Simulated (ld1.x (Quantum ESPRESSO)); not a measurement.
The numbers below are computed, except where a source is named.
**Hardness and transferability of assorted potentials**

Generated with ld1.x 7.5 (TM, RRKJ, ultrasoft, PAW), atompaw 4.2 or ONCVPSP 4.0.1. The cutoff is in Ry: for ld1.x and atompaw files where the sum of valence levels is converged to 10 mRy in a Bessel basis, for ONCV files where the hardest occupied wave has 1 mHa per electron of residual kinetic energy. The error is the largest all-electron minus pseudo excitation energy over each file’s own four to seven test configurations (ionisations up to +4, promotions, holes and added fractions of an electron), all of which were solved. The labels leave out finer settings (local radius, basis sizes, second energies), which also bear on the numbers. Spin-polarised tests are not counted. The rows are a selection from randomly drawn settings: files with unsolved tests, undetermined cutoffs or missed reference levels are left out.

A true bound ghost makes a file unfit for plane-wave use even where its test errors are small: the radial tests pick states by their node count and pass the ghost by.

```tsv
element	potential	cutoff (Ry)	largest error (meV)	bound ghosts
Zn	ultrasoft, PBE, scalar-relativistic, rc 2.15/2.35/2.70 (spd), local smoothed, core correction no, reference 4s2 4p0	6	+181	d
Tc	TM semilocal, PBE, scalar-relativistic, rc 2.95/1.50/2.20 (spd), local p, core correction no, reference 4p6 4d5.5 5s1.5 5p0	55	+129	none
Te	TM semilocal, LDA (PZ), scalar-relativistic, rc 1.80/2.20/1.10 (spd), local s, core correction yes, reference 4d10 5s2 5p4	120	-324	none
Ta	PAW, PBE, scalar-relativistic, rc 1.55/1.95/2.35 (spd), local smoothed, core correction yes, reference 5s2 5p6 5d3.5 6s1.5 6p0	25	-9.2	none
Os	TM semilocal, PBE, scalar-relativistic, rc 1.95/1.40/1.40 (spd), local d, core correction yes, reference 5p6 5d6 6s1 6p0	90	-39	none
Tl	TM, PBE, fully relativistic, rc 1.60/2.95 (sp), local smoothed, core correction yes, reference 6s2 6p1	35	-366	none
Pb	PAW, PBE, scalar-relativistic, rc 1.95/2.80/1.45 (spd), local smoothed, core correction yes, reference 5d10 6s2 6p2	55	-48	none
```

Problem. Fill in the row for Pr: ultrasoft, PBEsol, scalar-relativistic, rc 2.40/2.70/3.95/1.38 (spdf), local smoothed, core correction yes, reference 4f3 5s2 5p6 5d1 6s1 6p0.

Solution. cutoff 70 Ry, largest error -65 meV, bound ghosts: none.

Problem. Fill in the row for S: ultrasoft, PW91, scalar-relativistic, rc 1.25/1.75 (sp), local smoothed, core correction yes, reference 3s2 3p3.

Solution. cutoff 25 Ry, largest error +52 meV, bound ghosts: none.

Problem. Fill in the row for S: TM semilocal, LDA (PZ), non-relativistic, rc 1.20/1.70/1.80 (spd), local p, core correction yes, reference 3s2 3p3.75.

Solution. cutoff 50 Ry, largest error +214 meV, bound ghosts: none.
